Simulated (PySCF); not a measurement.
This PySCF input asks for the NMR shieldings of `InChI=1S/C5H14B2Si/c1-5(6,7)3-2-4-8/h2-3H,4,6-7H2,1,8H3/b3-2-`; the geometry comes from GFN2-xTB.

```python
import basis_set_exchange as bse
import numpy as np
from pyscf import gto, dft
from pyscf.prop import nmr

atoms = """
B    -1.745809    0.281372    1.282522
C    -1.486898   -0.352893   -0.092094
B    -0.765018    0.638827   -1.126555
C    -2.661139   -1.150249   -0.665403
C    -0.179561   -0.993509   -0.493860
C     1.107387   -0.790348   -0.128631
C     1.721064    0.183554    0.796483
Si    3.022790    1.276191   -0.084631
H    -0.903583    0.586406    2.032952
H    -2.855785    0.491741    1.595435
H    -0.189667    1.581040   -0.741005
H    -0.997938    0.539583   -2.272504
H    -3.574395   -0.564593   -0.595806
H    -2.809748   -2.072825   -0.102634
H    -2.505969   -1.408837   -1.711916
H    -0.324533   -1.811291   -1.193271
H     1.836324   -1.461563   -0.577604
H     2.244657   -0.373325    1.579147
H     0.973083    0.807443    1.273907
H     3.614074    2.157881    0.923297
H     4.062468    0.404015   -0.641040
H     2.407786    2.050763   -1.158323
"""
names = dict.fromkeys(["B", "C", "Si", "H"], "pcSseg-1")
basis = {el: gto.basis.parse(bse.get_basis(n, elements=[el], fmt="nwchem")) for el, n in names.items()}
mol = gto.M(atom=atoms, basis=basis, charge=0, verbose=0)
mf = dft.RKS(mol, xc="PBE0")
mf.grids.level = 2
mf.grids.alignment = dft.numint.BLKSIZE   # the property module wants whole blocks of grid points
mf.conv_tol = 1e-9
mf.kernel()

calc = nmr.RKS(mf)   # GIAO
C = mf.mo_coeff
Co = C[:, mf.mo_occ > 0]
resp = mf.gen_response(singlet=True, hermi=2)
def vind(x):   # induced exchange potential for any number of trial vectors
    d = np.einsum("pi,xij,qj->xpq", C, 2 * x.reshape(-1, C.shape[1], Co.shape[1]), Co, optimize=True)
    return np.einsum("xpq,pi,qj->xij", resp(d - d.transpose(0, 2, 1)), C, Co, optimize=True).ravel()
mo1, _ = nmr.rhf.solve_mo1(calc, with_cphf=vind)
sigma = calc.kernel(mo1)
for i, s in enumerate(sigma):   # ppm
    print("%2d %-2s %9.2f" % (i, mol.atom_pure_symbol(i), np.trace(s) / 3))
```

**Question.** What does it print?

**Answer.** 
```
 0 B      25.38
 1 C     115.11
 2 B      85.38
 3 C     155.23
 4 C      74.51
 5 C       7.96
 6 C     166.22
 7 Si    412.90
 8 H      24.12
 9 H      24.41
10 H      28.40
11 H      28.32
12 H      29.41
13 H      29.42
14 H      30.45
15 H      27.28
16 H      24.06
17 H      30.01
18 H      28.48
19 H      27.60
20 H      27.73
21 H      27.86
```

These numbers come from an equivalent density-fitted implementation of the same equations, which agrees with the script to about 0.01 ppm for H and up to a few tenths of a ppm for heavy atoms, so last digits may differ.

Size and cost of the density-fitted run: 213 basis functions, 63 s wall time on 1 thread of an Arm Neoverse V1, shared host; peak memory 1 GiB.
